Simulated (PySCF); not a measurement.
A structure optimised at PBE-D3(BJ)/def2-TZVPD, used in a PySCF frequency run:

```xyz
3

B      0.0000     0.0000     0.1456
H      0.0000    -1.0841    -0.3639
H      0.0000     1.0841    -0.3639
```
Charge 0, spin multiplicity 2.

Q: Write its SMILES, formula and point group.

A: [BH2], BH2, C2v

Q: What are its rotational constants (standard atomic weights)?

A: 1146.0, 213.28, 179.82 GHz
